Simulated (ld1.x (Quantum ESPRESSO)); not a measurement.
## u(r) = r·R(r): atom against pseudo-atom (C)

Columns: radius, all-electron u(r) and pseudo u(r) of the 2s shell (level -13.75 eV) of carbon in the configuration [He] 2s1.75 2p2.25; LDA (PZ), non-relativistic, ultrasoft scheme, ld1.x (Quantum ESPRESSO) 7.5.

| r (bohr) | all-electron | pseudo |
| --- | --- | --- |
| 0.082 | 0.3072 | -0.0561 |
| 0.165 | 0.3448 | -0.1149 |
| 0.248 | 0.2492 | -0.1776 |
| 0.330 | 0.0989 | -0.2442 |
| 0.413 | -0.0688 | -0.3165 |
| 0.495 | -0.2285 | -0.3915 |
| 0.578 | -0.3732 | -0.4692 |
| 0.660 | -0.4951 | -0.5449 |
| 0.742 | -0.5949 | -0.6162 |
| 0.825 | -0.6741 | -0.6806 |
| 0.908 | -0.7332 | -0.7342 |
| 0.990 | -0.7740 | -0.7740 |
| 1.072 | -0.7999 | -0.7999 |
| 1.155 | -0.8130 | -0.8130 |
| 1.238 | -0.8153 | -0.8153 |
| 1.320 | -0.8089 | -0.8089 |
| 1.402 | -0.7956 | -0.7956 |
| 1.485 | -0.7767 | -0.7767 |
| 1.568 | -0.7534 | -0.7534 |
| 1.650 | -0.7273 | -0.7273 |
| 1.733 | -0.6987 | -0.6987 |
| 1.815 | -0.6690 | -0.6690 |
| 1.898 | -0.6380 | -0.6380 |
| 1.980 | -0.6071 | -0.6071 |
| 2.062 | -0.5762 | -0.5762 |
| 2.145 | -0.5452 | -0.5452 |

**Question.** How many radial nodes do the two functions have?

**Answer.** The all-electron 2s function has n − l − 1 = 1; the pseudo-wave has 0, since the states of the same l below it are removed with the core.

**Question.** At about which radius was the pseudo-wave matched?

**Answer.** 1.00 bohr, where the columns begin to agree (steps of 0.08 bohr).

**Question.** Where does each function peak?

**Answer.** Outermost all-electron maximum near 1.24 bohr, pseudo maximum near 1.24 bohr (to the table’s step).

**Question.** Is the pseudo-wave norm-conserving?

**Answer.** No, it belongs to an ultrasoft set: the norm inside the radius is not constrained, and the difference is carried by the augmentation charge.
